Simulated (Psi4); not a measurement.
C2H6AlF, triplet, geometry from GFN2-xTB (such geometries of metal compounds can be far from the true shape) (a higher spin typed on purpose: for a closed-shell molecule this is an excited state), atoms displaced at random by about 0.08 Å a coordinate; HF/STO-3G, gradient (Psi4).

Input for Psi4:
```
memory 2 GB

molecule mol {
0 3
Al   -0.309991   -0.107198   -0.595191
C     1.562462   -0.394003   -0.341895
H     1.926360   -1.154036   -0.257161
H     2.012024    0.438392    0.282959
H     1.826624   -0.182932   -1.392352
C    -0.242514   -0.740745    1.587354
H    -1.367750   -0.586578    1.954030
H     0.257702    0.225370    2.053285
H     0.139415   -1.682838    1.592233
F    -0.777493    1.327309   -0.802192
symmetry c1
no_reorient
no_com
}

set {
  basis sto-3g
  reference uhf
}

gradient('scf')
print_variables()
```

What the program printed (banner, timings and long lists left out):

```
gradient() will perform analytic gradient computation.

   => Loading Basis Set <=

    Name: STO-3G
    Role: ORBITAL
    Keyword: BASIS

         ---------------------------------------------------------
                                   SCF
               by Justin Turney, Rob Parrish, Andy Simmonett
                          and Daniel G. A. Smith
                              UHF Reference
         ---------------------------------------------------------

  ==> Geometry <==

    Molecular point group: c1
    Full point group: C1

    Geometry (in Angstrom), charge = 0, multiplicity = 3:

       Center              X                  Y                   Z               Mass
    ------------   -----------------  -----------------  -----------------  -----------------
         AL          -0.309991000000    -0.107198000000    -0.595191000000    26.981538530000
         C            1.562462000000    -0.394003000000    -0.341895000000    12.000000000000
         H            1.926360000000    -1.154036000000    -0.257161000000     1.007825032230
         H            2.012024000000     0.438392000000     0.282959000000     1.007825032230
         H            1.826624000000    -0.182932000000    -1.392352000000     1.007825032230
         C           -0.242514000000    -0.740745000000     1.587354000000    12.000000000000
         H           -1.367750000000    -0.586578000000     1.954030000000     1.007825032230
         H            0.257702000000     0.225370000000     2.053285000000     1.007825032230
         H            0.139415000000    -1.682838000000     1.592233000000     1.007825032230
         F           -0.777493000000     1.327309000000    -0.802192000000    18.998403162730

  Running in c1 symmetry.

  Rotational constants: A =      0.23511  B =      0.15124  C =      0.10686 [cm^-1]
  Rotational constants: A =   7048.37536  B =   4534.00191  C =   3203.64215 [MHz]
  Nuclear repulsion =  157.937638764235714

  Charge       = 0
  Multiplicity = 3
  Electrons    = 40
  Nalpha       = 21
  Nbeta        = 19

  ==> Algorithm <==

  SCF Algorithm Type is DF.
  DIIS enabled.
  MOM disabled.
  Fractional occupation disabled.
  Guess Type is SAD.
  Energy threshold   = 1.00e-08
  Density threshold  = 1.00e-08
  Integral threshold = 1.00e-12

  ==> Primary Basis <==

  Basis Set: STO-3G
    Blend: STO-3G
    Number of shells: 20
    Number of basis functions: 30
    Number of Cartesian functions: 30
    Spherical Harmonics?: true
    Max angular momentum: 1

   => Loading Basis Set <=

    Name: (STO-3G AUX)
    Role: JKFIT
    Keyword: DF_BASIS_SCF

  ==> Integral Setup <==

  SCF_SUBTYPE=INCORE selected. In-core MEM_DF algorithm will be used.
  Using in-core AOs.

  ==> MemDFJK: Density-Fitted J/K Matrices <==

    J tasked:                   Yes
    K tasked:                   Yes
    wK tasked:                   No
    Algorithm:                 Core
    Schwarz Cutoff:           1E-12
    Mask sparsity (%):       1.3333
    Fitting Condition:        1E-10

   => Auxiliary Basis Set <=

  Basis Set: (STO-3G AUX)
    Blend: DEF2-UNIVERSAL-JKFIT
    Number of shells: 149
    Number of basis functions: 463
    Number of Cartesian functions: 546
    Spherical Harmonics?: true
    Max angular momentum: 4

  Minimum eigenvalue in the overlap matrix is 1.5431709802E-01.
  Reciprocal condition number of the overlap matrix is 6.2895581480E-02.
    Using symmetric orthogonalization.

  ==> Pre-Iterations <==

  SCF Guess: Superposition of Atomic Densities via on-the-fly atomic UHF (no occupation information).

   -------------------------
    Irrep   Nso     Nmo
   -------------------------
     A         30      30
   -------------------------
    Total      30      30
   -------------------------

  ==> Iterations <==

                           Total Energy        Delta E     RMS |[F,P]|

   @DF-UHF iter SAD:  -412.00775607015055   -4.12008e+02   0.00000e+00
[...]
  @DF-UHF Final Energy:  -415.13285540902365
    Total Energy =                       -415.1328554090236480
[...]
 ------------------------------------------------------------------------------------

 L = 1.  Multiply by 2.5417464519 to convert [e a0] to [Debye]
 Dipole X            :         -3.5562371            3.1874823           -0.3687548
 Dipole Y            :         -2.1081095            1.5138539           -0.5942555
 Dipole Z            :          6.5377382           -6.1443746            0.3933636
 Magnitude           :                                                    0.8024055

 ------------------------------------------------------------------------------------

         ------------------------------------------------------------
                                   SCF GRAD
                          Rob Parrish, Justin Turney,
                       Andy Simmonett, and Alex Sokolov
         ------------------------------------------------------------

  ==> Geometry <==

    Molecular point group: c1
    Full point group: C1

    Geometry (in Angstrom), charge = 0, multiplicity = 3:

       Center              X                  Y                   Z               Mass
    ------------   -----------------  -----------------  -----------------  -----------------
         AL          -0.309991000000    -0.107198000000    -0.595191000000    26.981538530000
         C            1.562462000000    -0.394003000000    -0.341895000000    12.000000000000
         H            1.926360000000    -1.154036000000    -0.257161000000     1.007825032230
         H            2.012024000000     0.438392000000     0.282959000000     1.007825032230
         H            1.826624000000    -0.182932000000    -1.392352000000     1.007825032230
         C           -0.242514000000    -0.740745000000     1.587354000000    12.000000000000
         H           -1.367750000000    -0.586578000000     1.954030000000     1.007825032230
         H            0.257702000000     0.225370000000     2.053285000000     1.007825032230
         H            0.139415000000    -1.682838000000     1.592233000000     1.007825032230
         F           -0.777493000000     1.327309000000    -0.802192000000    18.998403162730

  Nuclear repulsion =  157.937638764235714

  ==> Basis Set <==

  Basis Set: STO-3G
    Blend: STO-3G
    Number of shells: 20
    Number of basis functions: 30
    Number of Cartesian functions: 30
    Spherical Harmonics?: true
    Max angular momentum: 1

  ==> DFJKGrad: Density-Fitted SCF Gradients <==

    Gradient:                    1
    J tasked:                  Yes
    K tasked:                  Yes
    wK tasked:                  No
    Integrals threads:           1
    Schwarz Cutoff:          1E-12
    Fitting Condition:       1E-10

   => Auxiliary Basis Set <=

  Basis Set: (STO-3G AUX)
    Blend: DEF2-UNIVERSAL-JKFIT
    Number of shells: 149
    Number of basis functions: 463
    Number of Cartesian functions: 546
    Spherical Harmonics?: true
    Max angular momentum: 4

  -Total Gradient:
     Atom            X                  Y                   Z
    ------   -----------------  -----------------  -----------------
       1       -0.002478627217     0.119221110226     0.016933441647
       2        0.135264920118    -0.405879104383     0.072850477785
       3       -0.162056168014     0.362030944955    -0.072797505712
       4        0.008170231716     0.041066023372     0.022658418342
       5       -0.002668911271    -0.012589356172    -0.013189550735
       6        0.091882041711    -0.162651420688    -0.080841394184
       7       -0.062368625640     0.027628846369     0.034596700982
       8        0.005722385784     0.072289531892     0.027222586323
       9       -0.033925505184     0.061746440658    -0.009044217292
      10        0.022458257998    -0.102863016231     0.001611042844

  Variable Map:
  ----------------------------------------------------------------------------
[...]
  Array Variable Map:
  ----------------------------------------------------------------------------
[...]
[...]
```
